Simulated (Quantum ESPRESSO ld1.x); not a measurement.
Results of a calculation; reference values are marked as such.
Q: The tungsten ion W1.375+, configuration [Ar] 3d9.625 4s2 4p6 4d10 4f14 5s2 5p6 5d4 6s1 (fractional occupations, a model configuration). Level of theory: Dirac Kohn-Sham, LDA (Slater exchange, VWN5 correlation), spin-unpolarised, spherical densities, point nucleus; open shells are shared between the two j in proportion to 2j + 1 (ld1.x of Quantum ESPRESSO 7.5).

Spin-orbit splittings of the eigenvalues, e(l+1/2) - e(l-1/2), with zeta = 2 splitting/(2l+1) and mean radii in bohr:

shell   occ.  splitting (eV)  zeta (eV)  <r> j=l-1/2  <r> j=l+1/2
2p         6            1352      901.1      0.06366      0.07161
3p         6           293.4      195.6       0.1903       0.2050
3d     9.625           63.99      25.59       0.1792       0.1838
4p         6               ?          ?       0.4531       0.4864
4d        10           12.69      5.075       0.5020       0.5134
4f        14           2.348     0.6709       0.5903       0.5995
5p         6           10.19      6.797        1.164        1.266
5d         4          0.8748     0.3499        1.830        1.892

Estimate the 4p splitting.

A: 68.51 eV (zeta = 45.67 eV).
